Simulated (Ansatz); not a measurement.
The cluster Li₆H₇⁻. The state is a triplet with charge -1. Geometry PBE0-D4/def2-TZVP, that of the neutral doublet; atoms count from 1.

```tsv
atom	x (Å)	y (Å)	z (Å)
Li1	-1.3330	-0.3559	1.1379
Li2	0.4385	-2.2475	0.6373
Li3	1.9206	-0.0911	-1.8425
Li4	1.1028	0.2350	0.5673
Li5	-0.5274	-0.7618	-1.5177
Li6	0.2725	1.6617	-1.3868
H7	0.2682	-0.8694	1.7690
H8	-2.1762	0.9387	2.4753
H9	-0.6741	0.6693	-0.1883
H10	1.1826	-1.3052	-0.7054
H11	-2.7463	0.4562	2.3818
H12	1.9065	1.3051	-0.6886
H13	0.3654	0.3650	-2.6393
```

The highest occupied level of the charge -1 triplet lies above zero (up to 0.72 eV). Energy differences put its binding near zero (0.10 eV; vertical, against the charge 0 doublet, at PBE0-D4/def2-TZVPD), which leaves it undecided. The structure comes from a short search, and lower isomers may exist.

(1) Estimate the Mulliken populations from the PBE0/def2-TZVPD orbitals of Ansatz.

(2) Where does the spin sit?

Answers

(1) 
```tsv
atom	charge (e)	spin (α − β)
Li1	-0.01	0.72
Li2	0.40	0.43
Li3	0.54	0.06
Li4	0.61	0.23
Li5	0.61	0.40
Li6	0.50	0.12
H7	-0.70	-0.04
H8	-0.04	0.01
H9	-0.71	-0.02
H10	-0.73	0.01
H11	0.00	0.05
H12	-0.73	0.02
H13	-0.74	0.02
```
Mulliken values depend strongly on the basis. With diffuse functions, as here, like atoms can get unlike values, and bond orders can come out too low or too high.

(2) Summed by element: Li 1.96, H 0.04, of 2 unpaired in all. Largest on single atoms: Li1 0.72, Li2 0.43, Li5 0.40.
